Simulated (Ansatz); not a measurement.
```yaml
crystal:
  periodic: [false, false, false]
  atoms:
    - {symbol: O, position_ang: [-1.132050, 1.773040, 1.814393]}
    - {symbol: C, position_ang: [-0.700091, 0.914242, 1.163265]}
    - {symbol: N, position_ang: [-0.294724, -0.004218, 0.506058]}
    - {symbol: Si, position_ang: [0.846054, -0.775620, -0.495628]}
    - {symbol: Cl, position_ang: [0.957411, 0.188780, -2.302766]}
    - {symbol: H, position_ang: [0.365500, -2.160222, -0.731522]}
basis:
  gaussian: {orbitals: def2-mTZVPP}
magnetization: {spin_polarized: true, initial_magnetization: 3}
hamiltonian: {xc: {name: wB97}}
```

```sh
$ ansatz run in.yaml --threads 4 --pin off --events-out ev --progress --plain --max-ram 10444MiB
```

Shortened log:

```
Functional definition: wB97
1053 factors; their error is unknown
418 factors; integrals over basis functions are off by at most 1.5e-5 eV
mean field evaluation 1: about -24974.5750 eV, gradient 4.2e1 eV
mean field evaluation 2: about -24951.6299 eV, gradient 7.9e1 eV
mean field evaluation 4: about -24983.4711 eV, gradient 7.4e0 eV
mean field evaluation 8: about -24984.0153 eV, gradient 6.9e-1 eV
mean field evaluation 16: about -24984.1242 eV, gradient 1.7e-1 eV
mean field evaluation 32: about -24985.4089 eV, gradient 3.3e-1 eV
mean field -24985.41252263 eV, -918.1969744858 hartree, gradient 1.2e-5 eV, S^2 3.759341; 4 other end points of the search recorded, 0 dependent functions left out
reference -24985.41251645 eV, -918.1969742587 hartree; 28, 25 occupied and 98, 101 virtual orbitals, 1053 factors
Total energy: -24985.41251645 eV, -918.1969742587 hartree
```

It took 7.5 s on 4 threads of an INTEL XEON PLATINUM 8581C on a shared host, with 0.49 GiB of host memory at the peak.
